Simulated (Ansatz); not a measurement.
Start from SiH₄ and change one element to get `[SnH4]`.

Ansatz, PBE0-D4/def2-TZVP geometries, multiplicity 1. 

Elements past krypton have def2 core potentials.

```json
{"property": "HOMO energy (B3LYP/def2-TZVPP) / eV", "SiH₄": "-9.66"}
{"property": "size of the dipole moment (ωB97M-V/def2-TZVPP) / D", "SiH₄": "0.00"}
{"property": "HOMO–LUMO gap (ωB97M-V/def2-TZVPP) / eV", "SiH₄": "14.86"}
{"property": "size of the dipole moment (PBE/def2-TZVPP) / D", "SiH₄": "0.00"}
{"property": "HOMO–LUMO gap (PBE0/def2-TZVPP) / eV", "SiH₄": "10.92"}
{"property": "LUMO energy (PBE/def2-TZVPP) / eV", "SiH₄": "0.22"}
```

Q: Give the same properties after the change, and the shifts. (Estimate.)

A: Computed: 
| property | `[SnH4]` | shift |
| --- | --- | --- |
| HOMO energy (B3LYP/def2-TZVPP) / eV | -8.98 | 0.68 |
| size of the dipole moment (ωB97M-V/def2-TZVPP) / D | 0.00 | 0.00 |
| HOMO–LUMO gap (ωB97M-V/def2-TZVPP) / eV | 13.41 | -1.45 |
| size of the dipole moment (PBE/def2-TZVPP) / D | 0.00 | 0.00 |
| HOMO–LUMO gap (PBE0/def2-TZVPP) / eV | 9.85 | -1.07 |
| LUMO energy (PBE/def2-TZVPP) / eV | -0.29 | -0.51 |

With PBE0 the HOMO rises by 0.70 eV and the LUMO falls by 0.37 eV, so the gap narrows by about 1.07 eV. PBE moves the HOMO by 0.58 eV and ωB97M-V by 0.76 eV.

B3LYP here is the variant with VWN-RPA as its local correlation; programs differ in this.
